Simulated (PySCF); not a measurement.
A side-by-side comparison of computed properties.

First species: C₈H₁₃OP.
Structure used (GFN2-xTB), in Å, numbered top down from 1:
```xyz
23
C8H13OP angstrom
C      0.6581   -2.4617   -0.0819
P     -0.2776   -1.0432    0.0133
C     -1.8378   -0.6306    0.9729
C     -0.7089   -0.5434   -1.7044
C     -1.3962    0.8076   -1.8403
C      0.8130    0.2407    0.6339
C      2.1807    0.2785    0.6587
C      2.5275    1.5255    1.2229
C      1.3496    2.1536    1.4940
O      0.3079    1.3893    1.1411
H      0.1007   -3.2648   -0.5614
H      1.0046   -2.7665    0.9047
H     -1.6787   -0.9422    2.0058
H     -2.6613   -1.2125    0.5572
H     -2.0805    0.4282    0.9533
H      0.2468   -0.5566   -2.2369
H     -1.3292   -1.3397   -2.1254
H     -1.4556    1.0905   -2.8901
H     -2.4076    0.7764   -1.4422
H     -0.8397    1.5786   -1.3107
H      2.8344   -0.4985    0.3213
H      3.5131    1.9043    1.4025
H      1.1319    3.1133    1.9218
```

Second species: C₈H₁₃OP.
InChI=1S/C8H13OP/c1-4-10(9)6-5-7(2)8(10)3/h5-6H,4H2,1-3H3/t10-/m1/s1

Levels: PBE0/pcSseg-1 for dipole moment, HOMO energy, LUMO energy and HOMO–LUMO gap; GFN2-xTB for rotational constant A and rotational constant C. Geometries: GFN2-xTB. Each structure is a single optimised conformer of the isolated species, non-relativistic unless stated; the electronic structure was computed with PySCF and density fitting.

Dipoles, sizes and rotational constants follow the conformer. The torsions of the flexible species, by atom-mapped SMILES:
- `[CH2:1]=[P@:2]([CH3:3])([CH2:4][CH3:5])[c:6]1[cH:7][cH:8][cH:9][o:10]1`: C1–P2–C4–C5 -172°, C1–P2–C6–C7 19°
- `[CH3:1][CH2:2][P@@:3]1(=[O:4])[CH:5]=[CH:6][C:7]([CH3:8])=[C:9]1[CH3:10]`: C1–C2–P3–O4 -179°

Values for the first species:

| Item | Value |
| --- | --- |
| Dipole moment | 2.83 D |
| HOMO energy | -5.23 eV |
| LUMO energy | -0.39 eV |
| HOMO–LUMO gap | 4.84 eV |
| Rotational constant A | 1.703 GHz |
| Rotational constant C | 0.784 GHz |

Q: Estimate the same properties for the second species, and the change in each.

A: 
```csv
property,first,second,second less first
dipole moment,2.83 D,4.71 D,+1.88 D
HOMO energy,-5.23 eV,-6.65 eV,-1.42 eV
LUMO energy,-0.39 eV,-1.73 eV,-1.34 eV
HOMO–LUMO gap,4.84 eV,4.92 eV,+0.08 eV
rotational constant A,1.703 GHz,1.510 GHz,-0.193 GHz
rotational constant C,0.784 GHz,0.922 GHz,+0.138 GHz
```

On the first: A dipole of 2.83 D is allowed in C1, and pure rotational transitions are dipole-allowed. In atomic units the dipole is 1.11 e·bohr (1 au = 2.5417 D).

On the second: A dipole of 4.71 D is allowed in C1, and pure rotational transitions are dipole-allowed. In atomic units the dipole is 1.85 e·bohr (1 au = 2.5417 D).
